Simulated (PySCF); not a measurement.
# P: excitation energy

P [Ne] 3s2 3p3 (4S) → P [Ne] 3s2 3p2 3d1 (high-spin determinant), as a difference of total energies. Calculation: PySCF 2.14, in aug-cc-pV(T+d)Z with one added diffuse shell each of s, p, d, f type (7s6p5d3f, 71 functions); no relativity, point nucleus. Correlated levels: valence: [Ne] frozen. The calculations carry no spin-orbit coupling.

| method | excitation energy (eV) |
| --- | --- |
| UHF | 8.339 |
| LDA | 8.223 |
| PBE | 8.126 |
| PBE0 | 8.332 |
| r2SCAN | 8.556 |
| TPSSh | 8.356 |
| PW91 | 8.153 |
| BP86 | 8.087 |
| BHandHLYP | 8.317 |
| MP2 (valence) | 8.694 |
| SCS-MP2 (valence) | 8.577 |

Q: How much does correlation contribute at MP2 (valence)?

A: 8.694 − (8.339) = 0.355 eV, measured against UHF.

A first-order spin-orbit estimate (lowest level to lowest level, LS coupling) adds -0.022 eV.

The promoted electron is Rydberg-like, and one or two diffuse shells describe it only roughly, which tends to raise the upper state.

The determinant of the upper state mixes LS terms, which raises its energy above the lowest term, most at the Hartree-Fock and MP2 levels.
